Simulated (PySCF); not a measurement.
## Rotational lines of AlI

Lines J+1 ← J of the vibrational ground state, computed from PBE0 constants of AlI, ¹Σ⁺ (singlet), closed shell (Al cc-pV(T+d)Z, I cc-pVTZ-PP with ECP28; scalar-relativistic core potentials (PySCF 2.14); masses 26.9815 and 126.9045 u), in MHz:

```
J  ν (MHz)
0   6941.0
1  13881.9
2  20822.8
3  27763.5
4  34704.1
```

Find B0 and the effective bond length r0; with αe = 0.000533 cm⁻¹, find Re.

ν = 2B0(J+1) − 4D(J+1)³ gives B0 = 0.11576 cm⁻¹. With the reduced mass μred = 22.251 u, r0 = √(16.8576/(μred·B0)) (u, cm⁻¹, Å) = 2.5583 Å. Be = B0 + αe/2 = 0.11603 cm⁻¹ gives Re = 2.555 Å.

These are scalar-relativistic numbers at best; spin–orbit coupling would shift them, the dissociation energy most.
